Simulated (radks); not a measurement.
Results of a calculation; reference values are marked as such.
Task: Coherent X-ray form factor from a spherical all-electron density. Level of theory: Dirac Kohn-Sham, LDA (Slater exchange, Perdew-Zunger correlation), spin-unpolarised, spherical densities, finite nucleus; Fermi nuclear charge, rms radius of each element as measured or else 0.836 A^(1/3) + 0.57 fm (a radial shooting solver on a logarithmic mesh with Libxc functionals).

| sin(theta)/lambda (1/angstrom) | f0 (electrons) |
|---|---|
| 0.05 | 11.530 |
| 0.1 | 10.514 |
| 0.15 | 9.525 |
| 0.2 | 8.727 |
| 0.25 | 8.047 |
| 0.3 | 7.406 |
| 0.4 | 6.155 |
| 0.5 | 5.008 |
| 0.6 | 4.049 |
| 0.8 | 2.738 |
| 1 | 2.035 |
| 1.25 | 1.606 |
| 1.5 | 1.388 |
| 2 | 1.115 |

The species is in the configuration that NIST lists as its ground one. Which atom or ion scatters so?

Result: Neutral magnesium, [Ne] 3s2. Extrapolating in s^2 from the first two rows gives f0(0) = 11.9, near the electron count 12; among species with that count, the fall with angle is slower the higher Z, and the table is that of Z = 12; from so few rows the species is fixed only to a neighbour or two.
